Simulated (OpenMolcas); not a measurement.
Ni2+ among 6 point charges of -2 e arranged as a trigonal antiprism (D3d), 1.85 Å from the ion, with a polar angle of 63.5° against the regular 54.74°. The active orbitals were held to one l.

| Property | Result |
| --- | --- |
| Program | OpenMolcas 26.06 |
| Method | CASSCF |
| Basis | ANO-RCC-VTZP [6s5p3d2f1g] |
| Scalar Hamiltonian | DKH2, point nucleus |
| Active space | 8 electrons in 5 orbitals (3d) |
| State averaging | 2S+1 = 3 even, 10 roots; 2S+1 = 1 even, 15 roots |
| Spin-orbit coupling | state interaction with AMFI integrals over the reference wave functions |

(1) What is the spin-free ground state (labels of D3, the rotations of D3d)?

(2) Where is the first state of the same spin?

(3) What are the lowest two levels with spin-orbit coupling?

(4) What is χT at 300 K, and how does it compare with the textbook value?

Results:

(1) 3A2, 1-fold in its orbital part, 96 % from free-ion F terms; it has the highest spin that d8 allows.

(2) 3A1 at 3990 cm-1 above the ground state.

(3) A 2-fold level E with g = 0.00, 0.00, 5.64, then a 1-fold level A1 80.3 cm-1 above it. Their leading multiplicities are 3 (100 %) and 3 (100 %).

(4) The lowest level has 2S+1 = 3, for which the spin-only value is χT = S(S+1) / 2 = 1.000 cm3 K/mol (g = 2). The computed 1.649 at 300 K differs by +0.649, through orbital momentum, spin-orbit coupling and any other state in reach.

Without dynamic correlation the repulsion within the d shell is too large (B by tens of per cent), so at a given field states of lower spin stand too high. This is an electrostatic model: the charges have no orbitals. No measured value stands beside these numbers.

With an even number of electrons the g values are those of a degenerate or nearly degenerate non-Kramers pair.
